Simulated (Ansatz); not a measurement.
Reaction (formal exchange of groups at the Si–Ge bond): `[GeH3][SiH2][GeH2][GeH3]` + `[SiH3][SiH2][GeH3]` → `[GeH3][SiH2][SiH2][SiH2][GeH2][GeH3]` + GeH₄

Isolated molecules relaxed with PBE0-D4/def2-TZVP in Ansatz; ΔE leaves out vibrations. CBS: MP2 limit from def2 TZ/QZ plus the TZ coupled-cluster correction, frozen cores. Functionals use def2-TZVPP. For Ge outer-core shells are correlated without core-valence functions, which leaves a few kJ/mol of doubt a bond. Scalar relativity is left out up to krypton. Each species was taken in one conformer, which may not be the lowest.

`[GeH3][SiH2][GeH2][GeH3]`:

```xyz
14

Ge   -0.859   -1.949   -1.102
Si    0.969   -0.439   -1.290
Ge    0.457    1.582   -0.144
Ge   -0.174    1.100    2.147
H    -2.145   -1.298   -1.638
H    -0.604   -3.246   -1.889
H    -1.086   -2.313    0.376
H     1.259   -0.170   -2.726
H     2.178   -1.053   -0.675
H    -0.718    2.288   -0.847
H     1.662    2.541   -0.158
H    -1.448    0.240    2.166
H    -0.442    2.396    2.930
H     0.950    0.321    2.850
```

`[SiH3][SiH2][GeH3]`:

Z-matrix (Å, degrees):
```
Si
Si 1 2.337
H 1 1.488 2 109.7
H 1 1.488 2 111.3 3 120.4
H 1 1.488 2 109.7 3 -119.2
Ge 2 2.380 1 110.4 3 59.6
H 2 1.490 1 109.9 3 -179.8
H 2 1.490 1 109.9 3 -61.0
H 6 1.538 2 110.2 1 -59.7
H 6 1.538 2 110.2 1 59.6
H 6 1.538 2 111.3 1 179.9
```

`[GeH3][SiH2][SiH2][SiH2][GeH2][GeH3]`:

```xyz
20

Ge    0.040   -0.971   -2.528
Si    1.587   -1.328   -0.753
Si    2.315    0.734    0.068
Si    0.456    2.013    0.680
Ge   -0.969    0.761    2.124
Ge   -2.519   -0.669    0.925
H     0.771   -0.376   -3.744
H    -0.641   -2.281   -2.956
H    -1.049    0.025   -2.095
H     2.729   -2.147   -1.246
H     0.918   -2.076    0.348
H     3.185    0.540    1.262
H     3.105    1.439   -0.980
H     0.893    3.260    1.369
H    -0.309    2.401   -0.537
H    -0.117   -0.102    3.075
H    -1.798    1.725    2.996
H    -3.506   -1.316    1.912
H    -3.314    0.158   -0.098
H    -1.777   -1.789    0.178
```

GeH₄:

Z-matrix (Å, degrees):
```
Ge
H 1 1.534
H 1 1.534 2 109.5
H 1 1.534 2 109.5 3 -120.0
H 1 1.534 2 109.5 3 120.0
```

Problem. Is it downhill or uphill in electronic energy at CCSD(T)/CBS, and by how much? (Best estimate.)

Solution. Computed: Nearly level: ΔE = +2.7 kJ/mol.

Problem. What do these levels give: PBE-D4, BLYP-D4, r2SCAN0-D4, r2SCAN, BHLYP, CAM-B3LYP, LC-ωPBE, RPA@PBE/def2-TZVPP, HF/def2-SVP, SCS-MP2/def2-QZVPP, MP2/CBS(def2), CCSD/CBS(def2)? (Estimate.)

Solution. The calculation gave: PBE-D4 -2.3, BLYP-D4 -0.4, r2SCAN0-D4 2.3, r2SCAN 6.4, BHLYP 17.1, CAM-B3LYP 15.1, LC-ωPBE 8.6, RPA@PBE/def2-TZVPP 3.1, HF/def2-SVP 16.9, SCS-MP2/def2-QZVPP 6.4, MP2/CBS(def2) 2.7, CCSD/CBS(def2) 6.4 kJ/mol.

Largest T1 diagnostic among the species: 0.013.

At CCSD(T), def2-SVP lies −4.1 kJ/mol from the extrapolated value and def2-TZVPP −0.7 kJ/mol. In def2-TZVPP, CCSD(T) changes the Hartree–Fock value by −19.8 kJ/mol (the triples alone add −3.7 kJ/mol) and MP2 by −19.8 kJ/mol. From BLYP to BHLYP (50 % exact exchange), in def2-TZVPP and without D4, ΔE moves by −3.9 kJ/mol.
